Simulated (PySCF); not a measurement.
## FeBr₂, quintet: data card

Level of theory: UPBE0 in PySCF with Fe def2-SVP, Br def2-SVP; no relativity; density-fitted integrals.

The structure is a minimum.

Z-matrix (Å, degrees; charge 0 multiplicity 5):
```
Fe
Br 1 2.2902
Br 1 2.2902 2 180.00
```

| Item | Value |
| --- | --- |
| Point group | D∞h |
| Bond lengths | Fe–Br 2.290 Å (×2) |
| Bond angles | Br–Fe–Br 180.0° |
| Spin squared ⟨S²⟩ | 6.011 |
| Atomisation energy without zero-point energy | 723 kJ/mol |
| Rotational symmetry number | 2 |
| Principal quadrupole moments (Buckingham, traceless) about the centre of mass | -12.40, 6.20, 6.20 D Å |
| Rotational constants | 0.02036 cm⁻¹ |
| Principal polarisabilities | 32.8, 32.8, 88.4 bohr³ |
| Lowest empty level (β) | -3.65 eV |
| Entropy at 298.15 K and 1 bar (electronic part: spin only) | 317.3 J/(mol K) |
| Dipole moment | 0.00 D |
| Zero-point energy | 4.4 kJ/mol |
| Highest occupied level (α) | -8.13 eV |
| Enthalpy at 298.15 K above 0 K | 15.14 kJ/mol |
| Heat capacity Cp at 298.15 K | 59.3 J/(mol K) |

Harmonic modes (masses in u: Fe 55.935, Br 78.918):
| symmetry | ω (cm⁻¹) | IR (km/mol, summed over degenerate members) |
| --- | --- | --- |
| πu | 63 | 27.4 |
| σg+ | 213 | 0.0 |
| σu+ | 404 | 119 |

In D∞h the vibrations span πu + σg+ + σu+. The σg+ mode carries no infrared intensity, as symmetry demands. With a centre of inversion only u modes can be infrared active and only g modes Raman active.

Charges (e):
```json
{"atom": "Fe1", "Mulliken": "0.70", "Löwdin": "0.47", "polar tensor": "1.26", "spin (Mulliken)": "3.91", "Mayer order to Fe1": "–"}
{"atom": "Br2,3", "Mulliken": "-0.35", "Löwdin": "-0.23", "polar tensor": "-0.63", "spin (Mulliken)": "0.04", "Mayer order to Fe1": "1.07"}
```

Mulliken populations on Fe1: s 6.51, p 12.51, d 6.27, f 0.00.

Formally Fe is in oxidation state +2, d6, with 4 unpaired electrons (the high-spin count). The Mulliken spin on Fe is 3.91. The polar-tensor charge on Fe, 1.26, is below the formal one.

This need not be the most stable arrangement of these atoms. Other spin states or occupations of the open shell can lie lower.

The final relaxation and frequency run took of the order of 80 core-seconds on a shared host.
